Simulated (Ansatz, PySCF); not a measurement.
AsF₂, SMILES F[As]F, multiplicity 2. Atoms are numbered in the order given.

```xyz
3

F      0.0000    -1.3041     0.7668
As     0.0000     0.0000    -0.3918
F      0.0000     1.3041     0.7668
```
Charge 0, spin multiplicity 2.

The structure is a stationary point at B3LYP-D3(BJ)/def2-TZVP. The isomer is the one that the SMILES or the coordinates give; other isomers of the formula were not compared.

Two levels are set side by side: PBE-D3(BJ)/def2-TZVP (Ansatz, an electronic-structure program) and B3LYP-D3(BJ)/def2-TZVP (Ansatz). Each level has its own optimised geometry; the coordinates shown are those of the second. Frequencies come from the Hessian of PySCF at each geometry. Differences are taken from unrounded values.

```
quantity                            B3LYP-D3(BJ)  PBE-D3(BJ)  PBE-D3(BJ) minus B3LYP-D3(BJ)
----------------------------------  ------------  ----------  -----------------------------
mean bond length (Å)                       1.744       1.759                          0.015
bond F1–As2 (Å)                            1.744       1.759                          0.015
bond As2–F3 (Å)                            1.744       1.759                          0.015
highest harmonic wavenumber (cm⁻¹)           696         672                            -24
mean harmonic wavenumber (cm⁻¹)              541         522                            -19
zero-point energy (kcal/mol)                2.32        2.24                          -0.08
```

Exact exchange shortens and stiffens bonds; PBE has none. Differences between two approximate levels are no errors against the true value.
